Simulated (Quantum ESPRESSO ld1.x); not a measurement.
Fe+, 25 electrons, occupied as [Ar] 3d6 4s1. All-electron calculation, Dirac Kohn-Sham, revPBE, spin-unpolarised, spherical densities, point nucleus; open shells fill j = l - 1/2 first. Program: ld1.x of Quantum ESPRESSO 7.5.

Spin-orbit splittings of the eigenvalues, e(l+1/2) - e(l-1/2), with zeta = 2 splitting/(2l+1) and mean radii in bohr:

| shell | occ. | splitting (eV) | zeta (eV) | <r> j=l-1/2 | <r> j=l+1/2 |
|---|---|---|---|---|---|
| 2p | 6 | 12.48 | 8.320 | 0.2334 | 0.2364 |
| 3p | 6 | 1.536 | 1.024 | 0.8519 | 0.8613 |
| 3d | 6 | 0.1541 | 0.06162 | 1.108 | 1.114 |
